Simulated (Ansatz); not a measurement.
`CB[SiH2]N` → B• + C• + 8 H• + N• + Si•  (atomization)

Program: Ansatz. Geometries: PBE0-D4/def2-TZVP. ΔE: electronic, gas phase. CCSD(T)/CBS adds triple-zeta CCSD(T) − MP2 to the extrapolated MP2 energy (def2 sets, frozen cores). This one scheme is used for every species, atoms too. DFT in def2-TZVPP. B3LYP here is the variant with VWN-RPA as its local correlation; programs differ in this. HSE06 is defined as in plane-wave codes. Open shells (•) are unrestricted, without spin–orbit coupling. Spin–orbit coupling would lower the free atoms: a little for B, C, Si. Each species was taken in one conformer, which may not be the lowest.

```tsv
level	ΔE (eV)	difference from CCSD(T)/CBS
LDA (SPW92)	48.09	5.28
PBE-D4	43.26	0.45
revPBE-D4	42.42	-0.39
r2SCAN-D4	42.91	0.10
B97M-V	43.10	0.29
PBE0-D4	42.85	0.04
B3LYP-D4	43.09	0.28
r2SCANh-D4	42.75	-0.06
r2SCAN0-D4	42.52	-0.29
HSE06-D4	42.87	0.06
BHLYP-D4	42.28	-0.53
CAM-B3LYP-D4	43.24	0.43
ωB97X-V	43.11	0.30
ωB97M-V	43.05	0.24
B2PLYP	42.50	-0.31
PBE-QIDH	42.53	-0.28
PBE	43.06	0.25
revPBE	41.79	-1.02
BLYP	42.35	-0.46
r2SCAN	42.86	0.05
B3LYP	42.76	-0.05
r2SCANh	42.70	-0.11
r2SCAN0	42.46	-0.35
HSE06	42.71	-0.10
BHLYP	42.03	-0.78
CAM-B3LYP	43.06	0.25
HF/def2-SVP	32.20	-10.61
MP2/def2-SVP	40.34	-2.47
CCSD/def2-SVP	39.99	-2.82
CCSD(T)/def2-SVP	40.29	-2.52
HF/def2-TZVPP	32.14	-10.67
MP2/def2-TZVPP	41.89	-0.92
SCS-MP2/def2-TZVPP	42.14	-0.67
CCSD(T)/def2-TZVPP	41.73	-1.08
HF/def2-QZVPP	32.21	-10.60
MP2/def2-QZVPP	42.53	-0.28
SCS-MP2/def2-QZVPP	42.87	0.06
HF/CBS(def2)	32.22	-10.59
MP2/CBS(def2)	42.96	0.15
CCSD/CBS(def2)	42.37	-0.44
CCSD(T)/CBS	42.81	0
```

Largest T1 diagnostic among the species: 0.014.

From PBE to PBE0 (25 % exact exchange), in def2-TZVPP and without D4, ΔE moves by −0.38 eV: exact exchange takes away binding that semilocal exchange gives to molecules. In def2-TZVPP, CCSD(T) changes the Hartree–Fock value by +9.59 eV (the triples alone add +0.44 eV) and MP2 by +9.75 eV; breaking electron pairs costs correlation energy, which Hartree–Fock lacks.

For atomizations the MP2-based limit and the directly extrapolated one differ by several kJ/mol either way, and by 10 to 25 for some Ge, Se and Sn compounds, so smaller differences from it don't rank the levels.
